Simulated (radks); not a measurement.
Results of a calculation; reference values are marked as such.
Tb2+, 63 electrons, occupied as [Xe] 4f9 (the NIST ground configuration). Code: a radial shooting solver on a logarithmic mesh with Libxc functionals. Model: Dirac Kohn-Sham, PBE, spin-unpolarised, spherical densities, finite nucleus; open shells are shared between the two j in proportion to 2j + 1; Fermi nuclear charge, rms radius 5.06 fm. Some entries of the table are withheld. Estimate them.

orbital     occ.  eigenvalue (eV)  <r^2> (bohr^2)
1s1/2          2              (1)             (2)
2s1/2          2        -8595.600        0.009829
2p1/2          2        -8169.665             (3)
2p3/2          4        -7423.084             (4)
3s1/2          2        -1917.068         0.06538
3p1/2          2        -1731.732         0.06079
3p3/2          4        -1577.604         0.06780
3d3/2          4              (5)         0.05394
3d5/2          6              (6)         0.05589
4s1/2          2        -390.6861             (7)
4p1/2          2        -318.0523          0.3480
4p3/2          4        -283.7568          0.3868
4d3/2          4        -164.1329          0.4433
4d5/2          6        -157.9399          0.4588
5s1/2          2         -61.3154           1.980
5p1/2          2         -41.7932           2.532
5p3/2          4         -37.3827           2.881
4f5/2    3.85714         -17.2478           1.060
4f7/2    5.14286         -16.4598           1.109

Answer. 
(1) 1s1/2 eigenvalue (eV): -51809.38
(2) 1s1/2 <r^2> (bohr^2): 0.0006317
(3) 2p1/2 <r^2> (bohr^2): 0.007124
(4) 2p3/2 <r^2> (bohr^2): 0.008354
(5) 3d3/2 eigenvalue (eV): -1258.155
(6) 3d5/2 eigenvalue (eV): -1224.527
(7) 4s1/2 <r^2> (bohr^2): 0.3312
